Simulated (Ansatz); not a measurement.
Level of theory: PBE0-D4/def2-TZVP (Ansatz, a first-principles code). No frequencies were computed at this level.

Ansatz 0.2 input:
```yaml
crystal:
  periodic: [false, false, false]
  atoms:
    - { symbol: S, position_ang: [-1.871775, 1.548644, 0.038031] }
    - { symbol: In, position_ang: [0.000911, 0.000475, 0.003195] }
    - { symbol: S, position_ang: [2.241944, 0.813575, -0.466637] }
    - { symbol: S, position_ang: [-0.369461, -2.362009, 0.434328] }
    - { symbol: H, position_ang: [-1.069256, 2.561892, -0.258442] }
    - { symbol: H, position_ang: [2.736712, -0.410596, -0.343413] }
    - { symbol: H, position_ang: [-1.669075, -2.15198, 0.592939] }
basis:
  gaussian: { orbitals: def2-tzvp }
hamiltonian:
  xc: pbe0
  dispersion: d4
relax:
  max_steps: 150
```

Output:

```
Functional definition: PBE0
1426 factors; their error is unknown
mean field evaluation 1: about -37719.2256 eV, gradient 2.9e1 eV
mean field evaluation 2: about -37718.1397 eV, gradient 3.7e1 eV
mean field evaluation 4: about -37721.5022 eV, gradient 9.8e-1 eV
mean field evaluation 8: about -37721.6155 eV, gradient 2.2e-1 eV
mean field evaluation 16: about -37721.6156 eV, gradient 9.5e-6 eV
mean field -37721.61559022 eV, -1386.2438043111 hartree, gradient 9.5e-6 eV, S^2 0.000000; 0 other end points of the search recorded, 0 dependent functions left out
reference -37721.61562486 eV, -1386.2438055841 hartree; 36, 36 occupied and 143, 143 virtual orbitals, 1426 factors
relax step   1: F+E_penalty+E_count = -37721.79355785 eV  Δ(F+E_penalty+E_count) = +0.000e0 eV  max|allowed force component| = 7.798e-1 eV/Å  Δτ_max = 0.0000 Å  (26 SCF iters, accepted)
these checks for a lower state are left out or cut short: starts, cluster_reference, orbital_swaps, neighbouring_geometries, increment
1426 factors; their error is unknown
mean field -37721.59982982 eV, -1386.2432251271 hartree, gradient 1.6e-5 eV, S^2 0.000000; 0 other end points of the search recorded, 0 dependent functions left out
reference -37721.59986460 eV, -1386.2432264055 hartree; 36, 36 occupied and 143, 143 virtual orbitals, 1426 factors
relax step   2: F+E_penalty+E_count = -37721.78214187 eV  Δ(F+E_penalty+E_count) = +1.142e-2 eV  max|allowed force component| = 4.916e-1 eV/Å  Δτ_max = 0.1494 Å  (32 SCF iters, rejected (line search))
these checks for a lower state are left out or cut short: starts, cluster_reference, orbital_swaps, neighbouring_geometries, increment
1426 factors; their error is unknown
mean field -37721.66299802 eV, -1386.2455465159 hartree, gradient 2.1e-5 eV, S^2 0.000000; 0 other end points of the search recorded, 0 dependent functions left out
reference -37721.66303272 eV, -1386.2455477908 hartree; 36, 36 occupied and 143, 143 virtual orbitals, 1426 factors
relax step   3: F+E_penalty+E_count = -37721.84653664 eV  Δ(F+E_penalty+E_count) = -5.298e-2 eV  max|allowed force component| = 3.041e-1 eV/Å  Δτ_max = 0.0745 Å  (28 SCF iters, accepted)
these checks for a lower state are left out or cut short: starts, cluster_reference, orbital_swaps, neighbouring_geometries, increment
1426 factors; their error is unknown
mean field evaluation 32: about -37721.5425 eV, gradient 3.4e0 eV
mean field -37721.67855083 eV, -1386.2461180708 hartree, gradient 1.6e-5 eV, S^2 0.000000; 0 other end points of the search recorded, 0 dependent functions left out
reference -37721.67858547 eV, -1386.2461193440 hartree; 36, 36 occupied and 143, 143 virtual orbitals, 1426 factors
relax step   4: F+E_penalty+E_count = -37721.86160351 eV  Δ(F+E_penalty+E_count) = -1.507e-2 eV  max|allowed force component| = 6.307e-2 eV/Å  Δτ_max = 0.0575 Å  (27 SCF iters, accepted)
these checks for a lower state are left out or cut short: starts, cluster_reference, orbital_swaps, neighbouring_geometries, increment
1426 factors; their error is unknown
mean field -37721.67977200 eV, -1386.2461629483 hartree, gradient 1.6e-5 eV, S^2 0.000000; 0 other end points of the search recorded, 0 dependent functions left out
reference -37721.67980666 eV, -1386.2461642218 hartree; 36, 36 occupied and 143, 143 virtual orbitals, 1426 factors
relax step   5: F+E_penalty+E_count = -37721.86236629 eV  Δ(F+E_penalty+E_count) = -7.628e-4 eV  max|allowed force component| = 2.405e-3 eV/Å  Δτ_max = 0.0142 Å  (28 SCF iters, accepted)
1426 factors; their error is unknown
mean field -37721.67977200 eV, -1386.2461629482 hartree, gradient 1.7e-5 eV, S^2 0.000000; 1 other end points of the search recorded, 0 dependent functions left out
reference -37721.67980666 eV, -1386.2461642218 hartree; 36, 36 occupied and 143, 143 virtual orbitals, 1426 factors
Total energy: -37721.86240094 eV, -1386.2528744380 hartree
Atom 0 at    -1.835122     1.508272     0.031458 Å, force    -0.001037    -0.001643     0.000648 eV/Å
Atom 1 at    -0.000438     0.000069    -0.000647 Å, force    -0.000445    -0.000100    -0.000110 eV/Å
Atom 2 at     2.188129     0.802081    -0.457310 Å, force    -0.000141     0.002233    -0.000101 eV/Å
Atom 3 at    -0.353202    -2.310238     0.423327 Å, force     0.001529    -0.000519     0.000087 eV/Å
Atom 4 at    -1.064693     2.571969    -0.252917 Å, force     0.000575     0.002251    -0.000614 eV/Å
Atom 5 at     2.741846    -0.416943    -0.342330 Å, force     0.001924    -0.001984    -0.000141 eV/Å
Atom 6 at    -1.676519    -2.155209     0.598420 Å, force    -0.002405    -0.000239     0.000232 eV/Å
Dipole moment:    -0.000282     0.000002     0.000744 e Å
```

Cost: very roughly 70 core-seconds.
